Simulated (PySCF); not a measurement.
# Exercise with solution: oscillator strength and radiative lifetime

Se(Br)(NH2) (BrH2NSe), SMILES N[Se]Br.

Geometry optimised at r2SCAN-D4/def2-SVP. The values are those of a single conformer.

TDDFT-B3LYP/def2-SVPD (PySCF) puts the first singlet state with f over 0.02 at 5.42 eV (vertical), with the transition dipole (0.130, 1.076, 0.000) in atomic units.

Task: Find the oscillator strength, the wavelength and the radiative lifetime that this transition would have in vacuum if emission retraced absorption.

Result: 
|μ|² = 1.1747 au, so |μ| = 2.75 D. ΔE = 5.42/27.211 = 0.1992 hartree. f = (2/3) ΔE |μ|² = 0.156 (the program prints 0.156).
λ = 1239.84/5.42 = 229 nm; ν = 43715 cm⁻¹.
Einstein's coefficient A = 0.6670 ν² f s⁻¹ (ν in cm⁻¹) = 2.0e8 s⁻¹, so τ = 1/A = 5.0 ns. This state is S5; the lower singlets have f = 0.001, 0.007, 0.000, 0.000. The figure is the radiative limit of this one transition; relaxation, internal conversion, crossing to triplets and a medium change what is measured.
